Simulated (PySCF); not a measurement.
# Structure from NMR data

The spectra below were simulated for a compound C$_{5}$H$_{11}$NO$_{2}$Si$_{2}$.

1H NMR (600 MHz, computed): δ 6.62 (m, 2H), 6.54 (m, 2H), 5.74 (m, 1H), 5.72 (m, 1H), 5.18 (m, 1H), 4.10 (s, 3H), 0.48 (br s, 1H).

13C{1H} NMR (computed): δ 126.4 (CH, 2C), 117.5 (CH, 2C), 52.2 (CH3).

PySCF calculation with GFN2-xTB geometry and GIAO PBE0/pcSseg-1 shieldings; equivalent nuclei averaged, one conformer, no solvent, relativity neglected.

Shifts are taken against calculated references (same method and geometry level): 1H (31.72 ppm), 13C (186.93 ppm) vs TMS.

Deduce the structure.

Results:


- The formula gives 3 degrees of unsaturation (1 ring in the answer).
- 3 carbon signals for 5 carbons: some carbons are equivalent by symmetry or fast rotation.
- Carbon types of the structure: 4 × CH, 1 × CH3, leaving 4 H on heteroatoms.
- δC 126.4: aromatic CH next to a ring nitrogen.
- δC 117.5: aromatic CH.
- δC 52.2: methyl carbon bonded to O; the inductive effect lowers its shielding.
- δH 6.62: hydrogen on an aromatic CH next to a ring nitrogen; the ring current deshields protons in the ring plane.
- δH 6.54: hydrogen on an aromatic CH; ring-current deshielding.
- δH 4.10: hydrogen on a methyl carbon bonded to O; its carbon carries O, hence the downfield position.
- δH 0.48: hydrogen on an oxygen bonded to Si; exchangeable; this is the value without hydrogen bonding to other molecules.

Structure: SMILES CO[Si@H]([SiH2]O)n1cccc1.

The data come from this structure; uniqueness wasn't tested.

The OH or NH signal is concentration- and solvent-dependent in practice; the value given is the gas-phase one. Shifts are as computed. Against solution values, carbons near 30 ppm lie about +3 ppm off and those near 130 ppm about +5 ppm. Of 1211 compounds with measured shifts, 218 miss one by over three times the rms of a fit or turn the order of signals round; such compounds aren't used in these exercises. Multiplicities follow the n + 1 count of equivalent neighbours, as no J values were calculated; m marks all less simple cases, F and P coupling included.
